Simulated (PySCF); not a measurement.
## Unknown: peak-picked proton spectrum

Formula C$_{4}$H$_{4}$F$_{3}$NO. The spectrum was simulated from the full spin Hamiltonian at 200 MHz with 1.0 Hz Lorentzian lines, from shifts rounded to 0.01 ppm and J to 0.1 Hz, couplings under 1 Hz left out.

Maxima in Hz from TMS (height), grouped by integral:
1H: 846.6 (4), 842.2 (13), 837.8 (13), 833.4 (4)
3H: 754.0 (100)

Theoretical values (PySCF 2.14): GFN2-xTB structure, J couplings at B3LYP/pcJ-1 (spin–dipole term only in couplings to heteroatoms), PBE0/pcSseg-1 with gauge-including orbitals. Relativity neglected, isolated molecule, a single conformation, one averaged value for each set of equivalent atoms.

δ = σ(ref) − σ, references computed at the same level: TMS for $^{1}$H (σref 31.72).

Question: Analyse the multiplets.

Answer: $^{1}$H NMR (200 MHz, computed): δ 4.20 (q, J = 4.4 Hz, 1H), 3.77 (s, 3H). These are first-order names from the parameters used; overlap and second-order distortion can hide them in the list.

Question: What is the compound?

Answer: `CO[C@@H](C#N)C(F)(F)F`.

Structure with atom numbers: `[CH3:1][O:2][C@@H:3]([C:4]#[N:5])[C:6]([F:7])([F:8])[F:9]`; H(Xn) means a hydrogen on atom n.

- δ 4.20: H(C3), hydrogen on an sp3 CH bonded to O, α to a nitrile, coupled to F7/F8/F9 (4.4 Hz).
- δ 3.77: H(C1), hydrogen on a methyl carbon bonded to O.

This is the structure that produced the data.

Multiplet labels drop couplings under 1 Hz and merge nearly equal ones.
